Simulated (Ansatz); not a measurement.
Molecular dynamics of Cl2FH2NSi

Input file:

```yaml
crystal:
  periodic: [false, false, false]
  atoms:
    - { symbol: Si, position_ang: [-0.348, -0.1989, -0.4639] }
    - { symbol: F, position_ang: [-0.717, 0.1574, 1.4706] }
    - { symbol: "N", position_ang: [1.1007, 0.3131, 0.141] }
    - { symbol: H, position_ang: [0.4536, 0.4091, 1.3107] }
    - { symbol: Cl, position_ang: [-1.6072, 0.9678, -1.4884] }
    - { symbol: Cl, position_ang: [-0.8854, -2.1091, -0.6975] }
    - { symbol: H, position_ang: [2.0034, 0.4607, -0.2726] }
magnetization:
  spin_polarized: true
basis:
  gaussian: { orbitals: STO-3G }
hamiltonian:
  xc: b3lyp
  dispersion: d4
md:
  timestep: 0.5
  n_steps: 150
  ensemble: nve
  temperature: 100.0
  initial_velocities: maxwell_boltzmann
  seed: 315753
```

Run as:

```bash
$ ansatz run input.yaml --threads 1 --pin off --max-ram 2048MiB --backend cpu --events-out ev --progress --plain --runs-dir out
```

It starts from a rough guess of a transition structure, not a stationary point.

Output, in part (step lines, the closing report, with atoms numbered from 0):

```
md step     0: t =     0.00 fs  T =   100.0 K  F+E_penalty+E_count = -36739.37782295 eV  E_kin = 0.064630 eV  conserved = -36739.31319295 eV  (23 SCF iters)
md step     1: t =     0.50 fs  T =   130.1 K  F+E_penalty+E_count = -36739.39775787 eV  E_kin = 0.084094 eV  conserved = -36739.31366422 eV  (22 SCF iters)
md step     2: t =     1.00 fs  T =   179.8 K  F+E_penalty+E_count = -36739.43032565 eV  E_kin = 0.116192 eV  conserved = -36739.31413409 eV  (23 SCF iters)
md step     3: t =     1.50 fs  T =   237.9 K  F+E_penalty+E_count = -36739.46813517 eV  E_kin = 0.153766 eV  conserved = -36739.31436964 eV  (28 SCF iters)
md step     4: t =     2.00 fs  T =   298.6 K  F+E_penalty+E_count = -36739.50728920 eV  E_kin = 0.192967 eV  conserved = -36739.31432211 eV  (28 SCF iters)
md step     5: t =     2.50 fs  T =   362.4 K  F+E_penalty+E_count = -36739.54831240 eV  E_kin = 0.234217 eV  conserved = -36739.31409497 eV  (27 SCF iters)
md step     6: t =     3.00 fs  T =   434.6 K  F+E_penalty+E_count = -36739.59472014 eV  E_kin = 0.280876 eV  conserved = -36739.31384435 eV  (27 SCF iters)
[... lines left out ...]
Total energy: -36740.46739303 eV, -1350.1872731105 hartree
Atom 0 at    -0.507398    -0.164412    -0.119076 Å, force    -4.268725     0.795172     6.026910 eV/Å
Atom 1 at    -1.202478    -0.002512     1.468559 Å, force     1.747726    -0.195693    -3.015332 eV/Å
Atom 2 at     0.960870     0.312239    -0.567835 Å, force     7.028363    -1.836918     0.099151 eV/Å
Atom 3 at     1.488517    -0.614635    -0.524768 Å, force     1.064626     1.125454     0.520521 eV/Å
Atom 4 at    -1.356571     1.001920    -1.430003 Å, force    -4.133785     3.239008    -3.103964 eV/Å
Atom 5 at    -0.699819    -2.058510    -0.659302 Å, force    -0.670261    -3.933365    -0.556209 eV/Å
Atom 6 at     1.161899     0.570321    -1.553464 Å, force    -0.767944     0.806343     0.028922 eV/Å
Dipole moment:     0.338332    -0.051315     0.192732 e Å
```

The steps, from the saved trajectory:

```csv
time (fs),T (K),potential energy less start (eV),conserved less start (meV/atom)
0.0,100,0.000,0.00
2.5,362,-0.170,-0.13
5.0,884,-0.508,-0.20
7.5,1508,-0.911,-0.04
10.0,2516,-1.566,-0.62
12.5,2938,-1.835,-0.06
15.0,3609,-2.274,-0.87
17.5,3211,-2.012,-0.29
20.0,2444,-1.517,-0.32
22.5,2013,-1.236,0.06
25.0,2884,-1.803,-0.57
27.5,3568,-2.246,-0.74
30.0,3374,-2.117,-0.22
32.5,3038,-1.902,-0.49
35.0,2262,-1.396,0.19
37.5,2261,-1.402,-0.71
40.0,1800,-1.099,0.04
42.5,1975,-1.217,-0.71
45.0,1749,-1.065,0.18
47.5,2436,-1.513,-0.40
50.0,2981,-1.863,-0.15
52.5,3648,-2.297,-0.59
55.0,3808,-2.400,-0.59
57.5,3377,-2.121,-0.36
60.0,2640,-1.645,-0.43
62.5,1782,-1.088,-0.09
65.0,1883,-1.156,-0.47
67.5,2323,-1.439,-0.37
70.0,2511,-1.562,-0.64
72.5,1891,-1.158,0.01
75.0,1781,-1.089,-0.45
```

The run went to its last step. The conserved energy stayed within 0.9 meV per atom of its start (net change -0.45 meV per atom), so the integration is sound. The system heated up, since it started high on the potential surface and ran downhill. A run of 0.075 ps of so small a system gives no equilibrium averages. The orbitals stay closed-shell, which can raise the energy where a bond breaks towards radicals; this wasn't checked here. Limits of this set-up: minimal basis.

The step under study would form F2–H4 and break Si1–F2, N3–H4. These pairs go: F2–H4 1.21 → 3.40 Å, Si1–F2 2.00 → 1.74 Å, N3–H4 1.34 → 1.07 Å. In the last frame they stand as before the step (other bonds may differ from the relaxed reactants and products). It ends as one piece, Cl2FH2NSi. Pairs count as bonded within 1.25 times the sum of covalent radii (0.12 Å more for H–H).

Last frame:

```xyz
7
Properties=species:S:1:pos:R:3
Si -0.507 -0.164 -0.119
F -1.202 -0.003 1.469
N 0.961 0.312 -0.568
H 1.488 -0.615 -0.525
Cl -1.357 1.002 -1.430
Cl -0.700 -2.058 -0.659
H 1.162 0.570 -1.554
```

Run time: 7.6 min on 1 thread of Arm Neoverse V1, with other jobs on the host, peak memory 0.14 GiB.
